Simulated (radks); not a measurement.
Isoelectronic series with 10 electrons, each ion in its NIST ground configuration. All-electron calculation, Dirac Kohn-Sham, PBEsol, spin-unpolarised, spherical densities, finite nucleus; Fermi nuclear charge, rms radius of each element as measured or else 0.836 A^(1/3) + 0.57 fm. Program: a radial shooting solver on a logarithmic mesh with Libxc functionals. Total energies (hartree) and mean radii <r> (bohr):

| ion | configuration | E (hartree) | 2p3/2 | 2p1/2 | 2s1/2 | 1s1/2 |
|---|---|---|---|---|---|---|
| Ne | [Ne] | -128.67182 | 0.9824 | 0.9793 | 0.8991 | 0.1582 |
| Mg2+ | [Ne] | -199.00485 | 0.6846 | 0.6824 | 0.6960 | 0.1308 |
| Al3+ | [Ne] | -240.24600 | 0.5982 | 0.5960 | 0.6238 | 0.1203 |
| Si4+ | [Ne] | -285.53650 | 0.5319 | 0.5298 | 0.5648 | 0.1114 |
| P5+ | [Ne] | -334.88014 | 0.4793 | 0.4772 | 0.5159 | 0.1037 |
| S6+ | [Ne] | -388.28240 | 0.4364 | 0.4342 | 0.4746 | 0.09695 |
| Cl7+ | [Ne] | -445.75001 | 0.4007 | 0.3985 | 0.4394 | 0.09102 |
| Ar8+ | [Ne] | -507.29072 | 0.3704 | 0.3682 | 0.4090 | 0.08577 |
| K9+ | [Ne] | -572.91316 | 0.3445 | 0.3421 | 0.3825 | 0.08107 |
| Ca10+ | [Ne] | -642.62671 | 0.3220 | 0.3196 | 0.3592 | 0.07686 |
| Sc11+ | [Ne] | -716.44153 | 0.3022 | 0.2998 | 0.3385 | 0.07305 |
